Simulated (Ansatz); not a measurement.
The first iterations of a band of Cl3HOTi + H2S (9 atoms, charge 0, multiplicity 1).

Level of theory: RKS B3LYP/def2-SVP (Ansatz).

- movable images: 9
- climbing image: yes
- spring: 50.0 eV/Å²
- optimiser: quadratic models (default)
- start path: through a guess of the saddle point
- force threshold: 0.03 eV/Å
- iteration limit: 52
- end points: relaxed

Image 0:

```xyz
9
Properties=species:S:1:pos:R:3
Ti -0.255 0.271 -0.150
O -0.225 0.061 1.590
H -0.113 0.597 2.388
Cl 1.721 0.899 -0.836
Cl -1.683 1.858 -0.620
Cl -0.867 -1.615 -1.093
S 1.625 -3.210 1.843
H 0.840 -3.460 0.770
H 0.807 -2.215 2.256
```

Image 10:

```xyz
9
Properties=species:S:1:pos:R:3
Ti 0.455 -0.424 -0.109
O -0.520 -1.027 1.911
H -1.420 -1.316 1.687
Cl 1.473 0.053 -1.979
Cl 0.495 1.557 0.934
Cl -1.505 -1.207 -0.858
S 2.040 -1.962 0.492
H 1.442 -2.289 1.662
H -0.610 -0.199 2.410
```

| iteration | highest image above the first end (eV) | largest band force component (eV/Å) |
| --- | --- | --- |
| 1 | 82.242 | 480.223 |
| 2 | 22.061 | 126.363 |
| 3 | 13.709 | 72.311 |
| 4 | 6.657 | 33.609 |
| 5 | 6.185 | 20.783 |
| 6 | 3.199 | 11.587 |
| 7 | 2.414 | 12.480 |
| 8 | 2.131 | 14.842 |

Does the band converge within its limit, and where does its top end?

The forces met the threshold. It ended after 25 iterations with the highest image 0.760 eV above the first end. Another band between the same ends (9 images) ends at a top of the same energy, where a vibrational analysis finds 1 clearly imaginary mode. The orbitals stay closed-shell, which can raise the energy where a bond breaks towards radicals; this wasn't checked here.

Time of the run: 13 min on 4 threads of Arm Neoverse V2, with other jobs on the host, peak memory 0.44 GiB.
